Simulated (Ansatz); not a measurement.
Cost and result up the ladder for K2H3 (5 atoms). Charge 0, multiplicity 2. Geometry: PBE0-D4/def2-TZVP.

```xyz
5

K    -0.334    2.957   -1.131
K     0.952   -0.695   -1.417
H    -0.302    0.825    0.049
H    -0.237   -1.181    1.175
H    -0.079   -1.906    1.323
```

Ansatz on 4 threads of Intel Xeon on a shared host. Times are rough, and most runs start from the orbitals of an earlier one. r2SCAN0-D4/def2-TZVP serves as the yardstick here, not as an exact answer. Differences are given only for rows in sets of like size (and for xTB, whose basis is part of the method), since another set adds its own error. Binding counts from free atoms at the same level (K doublet, H doublet; other spins of the atoms weren't run), without zero-point energy or a counterpoise term.

Correlated methods freeze 10 core orbitals; core or outer-core shells of K are correlated, in sets that lack core-valence functions. In the doublet, H4 and H5 lie 0.76 Å apart (atoms count from 1), so H2 has formed as a molecule. The structure comes from a short search, and lower isomers may exist.

Correlated methods converge slowly with the basis.

```json
{"level": "HF/STO-3G", "functions": "29", "wall time": "1.4 s", "binding energy per atom (eV)": "1.12", "difference from r2SCAN0-D4/def2-TZVP (eV)": "–", "remarks": "spin-contaminated (⟨S²⟩ 0.93)"}
{"level": "MP2/def2-TZVP", "functions": "84", "wall time": "3.4 s", "binding energy per atom (eV)": "1.26", "difference from r2SCAN0-D4/def2-TZVP (eV)": "-0.17", "remarks": "–"}
{"level": "PBE-D4/def2-SVP", "functions": "63", "wall time": "3.7 s", "binding energy per atom (eV)": "1.40", "difference from r2SCAN0-D4/def2-TZVP (eV)": "–", "remarks": "–"}
{"level": "revPBE-D4/def2-TZVP", "functions": "84", "wall time": "3.9 s", "binding energy per atom (eV)": "1.45", "difference from r2SCAN0-D4/def2-TZVP (eV)": "0.01", "remarks": "–"}
{"level": "BHLYP-D4/def2-TZVP", "functions": "84", "wall time": "6 s", "binding energy per atom (eV)": "1.45", "difference from r2SCAN0-D4/def2-TZVP (eV)": "0.01", "remarks": "–"}
{"level": "PBE-D4/def2-TZVPD", "functions": "99", "wall time": "6 s", "binding energy per atom (eV)": "1.43", "difference from r2SCAN0-D4/def2-TZVP (eV)": "-0.01", "remarks": "–"}
{"level": "PBE0-D4/def2-TZVPD", "functions": "99", "wall time": "6.6 s", "binding energy per atom (eV)": "1.41", "difference from r2SCAN0-D4/def2-TZVP (eV)": "-0.02", "remarks": "–"}
{"level": "r2SCAN-D4/def2-TZVP (with forces)", "functions": "84", "wall time": "7 s", "binding energy per atom (eV)": "1.45", "difference from r2SCAN0-D4/def2-TZVP (eV)": "0.01", "remarks": "–"}
{"level": "PBE0-D4/def2-TZVP", "functions": "84", "wall time": "7.5 s", "binding energy per atom (eV)": "1.41", "difference from r2SCAN0-D4/def2-TZVP (eV)": "-0.03", "remarks": "–"}
{"level": "r2SCAN-D4/def2-TZVPD", "functions": "99", "wall time": "10 s", "binding energy per atom (eV)": "1.45", "difference from r2SCAN0-D4/def2-TZVP (eV)": "0.02", "remarks": "–"}
{"level": "r2SCAN0-D4/def2-TZVP", "functions": "84", "wall time": "11 s", "binding energy per atom (eV)": "1.43", "difference from r2SCAN0-D4/def2-TZVP (eV)": "0.00", "remarks": "–"}
{"level": "B97M-V/def2-TZVP", "functions": "84", "wall time": "14 s", "binding energy per atom (eV)": "1.48", "difference from r2SCAN0-D4/def2-TZVP (eV)": "0.05", "remarks": "–"}
{"level": "CCSD(T)/def2-TZVPP", "functions": "108", "wall time": "27 s", "binding energy per atom (eV)": "1.41", "difference from r2SCAN0-D4/def2-TZVP (eV)": "-0.02", "remarks": "–"}
{"level": "CCSD(T)/def2-TZVPD", "functions": "99", "wall time": "29 s", "binding energy per atom (eV)": "1.39", "difference from r2SCAN0-D4/def2-TZVP (eV)": "-0.04", "remarks": "–"}
```
